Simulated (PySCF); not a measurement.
Compound: C₈H₁₂ (charge +1 and doublet state).
Atom-mapped SMILES: `[CH3:1][C+:2]1[CH:3][CH:4]=[CH:5][C:6]1([CH3:7])[CH3:8]` (hydrogens: H9, H10, H11 on C1; H12 on C3; H13 on C4; H14 on C5; H15, H16, H17 on C7; H18, H19, H20 on C8)

Cartesian coordinates in Å at the GFN2-xTB level; atoms count from 1:
```xyz
20
C8H12 angstrom
C     -1.3092    1.6810    0.0804
C     -0.8628    0.3224   -0.1720
C     -1.6492   -0.7110   -0.6900
C     -0.8923   -1.8917   -0.7694
C      0.3813   -1.6430   -0.3057
C      0.5197   -0.2135    0.0982
C      0.8966   -0.0893    1.5822
C      1.5746    0.4809   -0.7806
H     -0.5072    2.3453    0.3888
H     -1.8230    2.0850   -0.7976
H     -2.0845    1.6758    0.8567
H     -2.6807   -0.6166   -0.9834
H     -1.2584   -2.8344   -1.1364
H      1.1848   -2.3553   -0.2390
H      1.0224    0.9558    1.8521
H      1.8377   -0.6009    1.7676
H      0.1308   -0.5303    2.2155
H      1.6510    1.5322   -0.5165
H      1.3175    0.3986   -1.8338
H      2.5458    0.0198   -0.6202
```

Computed with UKS B3LYP, pcH-1 on C H, non-relativistic, mean-field spin-orbit, GIAO in PySCF 2.14.0. Geometry: GFN2-xTB; no solvent, vibrations or thermal averaging. Couplings are sensitive to structure, and on GFN2-xTB geometries they can be far from those on DFT ones, by a factor of two or more for some ions and for spin on atoms past the first row. No stability test was run, so a lower SCF solution isn't excluded.

Question: The isotropic 1H couplings, averaged over equivalent nuclei, are +51.9, -33.6, -13.8, +7.1, -4.2 MHz. Assign them to H9/H10/H11; H12; H13; H14; H15 (×6).

Answer: 
```tsv
site	a_iso (MHz)	ρ(0) (bohr⁻³)	position	distance from C5 (Å)	bound to	spin population there	largest |T| (MHz)
H9/H10/H11	+51.9	+0.0116	2 bonds from C2	4.27	C1	-0.02	5.2
H12	-13.8	-0.0031	2 bonds from C2, on C3 of spin population +0.16	3.30	C3	+0.16	12.3
H13	-4.2	-0.0009	2 bonds from C5	2.19	C4	0.00	7.9
H14	-33.6	-0.0075	1 bond from C5	1.08	C5	+0.50	21.6
H15 (×6)	+7.1	+0.0016	3 bonds from C2	2.97	C7/C8	0.00	3.8
```

ρ(0) is the spin density at the nucleus and T the dipolar tensor; entries for several nuclei are means. The Mulliken spin populations are largest on C5 (+0.50), C2 (+0.39) and C3 (+0.16). Three atoms exceed +0.15. Main spin sites, with 60 % or more of the largest population: C2, C5; positions count bonds from the nearest.

The spin density at the nucleus, in bohr⁻³, is negative for C6 (-0.0150), C1 (-0.0124) and C4 (-0.0122), for instance. A restricted open-shell determinant has no negative spin density anywhere; here it arises because α and β orbitals differ (spin polarisation).

Nuclei that the bonding pattern makes equivalent are averaged, as if the motion that swaps them (rotation, inversion, ring flip) were fast. The three 1H nuclei of mean +51.9 MHz run from 0.7 to 89.0 MHz in the frozen geometry. The six 1H nuclei of mean +7.1 MHz run from 0.2 to 11.4 MHz in the frozen geometry.

The SMILES `C[C+]1[CH]C=CC1(C)C` draws the unpaired electron on C3, whose computed spin population is only +0.16.
